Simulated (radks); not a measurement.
The numbers below are computed, except where a source is named.
Spherical jellium clusters: N electrons in a uniform positive sphere of charge N and radius rs N^(1/3), rs = 2.28 bohr. Level of theory: non-relativistic Kohn-Sham, LDA (Slater exchange, Perdew-Wang correlation), spin-polarised, spherical densities (a radial shooting solver with Libxc functionals). Levels are named by radial order and angular momentum (1s, 1p, 1d, 2s, ...), and open shells are averaged over m.

N = 13, configuration 1s2 1p6 1d(up 5, down 0). This is the lowest configuration that the search found. Occupied and some empty levels:

level    occupation  eigenvalue (eV)  <r> (bohr)
1s up             1          -10.183       3.397
1s down           1          -9.5060       3.268
1p up             3          -7.1390       4.262
1p down           3          -6.2346       4.231
1d up             5          -3.7393       5.096
2s up             0          -3.1521       5.158
1d down           0          -2.8077       5.210
2s down           0          -2.6025       5.375
2p up             0         -0.77619       8.135
2p down           0         -0.45695       9.138
1f up             0         -0.42057       6.582

Energy (eV): total -8.44546, kinetic 60.694, external -977.53, Hartree 466.85, exchange-correlation -73.135, background 514.68.
